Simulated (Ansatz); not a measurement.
Job for Ansatz (a quantum-chemistry and plane-wave program): R-CCSD(T)/aug-cc-pVDZ on C3H5F (a complex), monomers drawn apart or pushed together.

Ansatz 0.2 input:
```yaml
crystal:
  periodic: [false, false, false]
  atoms:
    - {symbol: C, position_ang: [-0.13296582, -0.10574667, 0.11218648]}
    - {symbol: C, position_ang: [0.35732020, 0.38157968, -0.86583565]}
    - {symbol: H, position_ang: [-0.55975168, -0.53367843, 0.98988141]}
    - {symbol: H, position_ang: [0.78737977, 0.81099856, -1.73748790]}
    - {symbol: C, position_ang: [0.59191860, -0.33654844, 5.39052000]}
    - {symbol: F, position_ang: [-0.51465462, -1.06105127, 4.94248310]}
    - {symbol: H, position_ang: [1.07494671, 0.12591532, 4.52971845]}
    - {symbol: H, position_ang: [0.24517845, 0.42603711, 6.08763352]}
    - {symbol: H, position_ang: [1.27611709, -1.02444536, 5.88690583]}
basis:
  gaussian:
    orbitals: aug-cc-pVDZ
magnetization: {spin_polarized: false}
correlation: {method: ccsd_t, electrons: outside_noble_gas}
scf: {lower_state_search: off}
```

Output:

```
WARN ansatz: RAYON_NUM_THREADS=1 ignored (pool sized by the plan → 1); use --threads N
Functional definition: HF
these checks for a lower state are left out or cut short: stability, starts, cluster_reference, orbital_swaps, neighbouring_geometries, increment
integrals: 0.32 GiB planned
1346 factors; integrals over basis functions are off by at most 6.4e-4 eV
mean field: 0.33 GiB planned
mean field evaluation 1: about -5872.1256 eV, gradient 3.1e1 eV
mean field evaluation 2: about -5872.1262 eV, gradient 3.1e1 eV
mean field evaluation 4: about -5874.5498 eV, gradient 3.4e0 eV
mean field evaluation 8: about -5874.5780 eV, gradient 4.4e-5 eV
mean field -5874.57803259 eV, -215.8867607659 hartree, gradient 2.1e-6 eV, S^2 0.000000; 0 other end points of the search recorded, 0 dependent functions left out
4 core orbitals not correlated
reference -5874.57803259 eV, -215.8867607659 hartree; 12, 12 occupied and 121, 121 virtual orbitals, 1346 factors
second order -16.92214919 eV of doubles, -0.00000000 eV of singles
coupled cluster: 1.13 GiB planned
cycle   1  -17.33056631 eV  change   -4.1e-1 eV  update   9.6e-2
cycle   2  -17.79154573 eV  change   -4.6e-1 eV  update   3.0e-2
cycle   3  -17.91608549 eV  change   -1.2e-1 eV  update   1.5e-2
cycle   4  -17.91735858 eV  change   -1.3e-3 eV  update   4.4e-3
cycle   5  -17.91950352 eV  change   -2.1e-3 eV  update   1.7e-3
cycle   6  -17.92065100 eV  change   -1.1e-3 eV  update   5.1e-4
cycle   7  -17.92068376 eV  change   -3.3e-5 eV  update   1.6e-4
cycle   8  -17.92068771 eV  change   -4.0e-6 eV  update   4.2e-5
cycle   9  -17.92070528 eV  change   -1.8e-5 eV  update   1.4e-5
perturbative correction -0.58374755 eV, -0.0214523268 hartree
Total energy: -5893.08248543 eV, -216.5667868646 hartree
Checks for a lower state left out: stability, starts, cluster_reference, orbital_swaps, neighbouring_geometries, increment
```

The calculation finished and met its thresholds.

Cost: roughly 13 core-seconds.
